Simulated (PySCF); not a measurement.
A structure optimised at B3LYP-D3(BJ)/def2-SVP, used in a PySCF frequency run:

```xyz
11

W      0.0990     0.3579     0.2402
O      1.4837     1.3064    -0.1030
S      0.5383    -1.1190     1.7524
N     -1.2562     1.5589     0.9430
H     -1.9601     1.3036     1.6330
H     -1.2372     2.5661     0.7916
O     -0.4938    -0.5046    -1.3258
Si    -0.6876    -1.6925    -2.4946
H     -2.0492    -1.5481    -3.0766
H     -0.5375    -3.0283    -1.8559
H      0.3433    -1.5046    -3.5505
```

Problem. Write its SMILES and formula.

Solution. [NH2][W](=[O])(=[S])[O][SiH3], H5NO2SSiW

Problem. What are its rotational constants (standard atomic weights)?

Solution. 2.1469, 0.97499, 0.83525 GHz
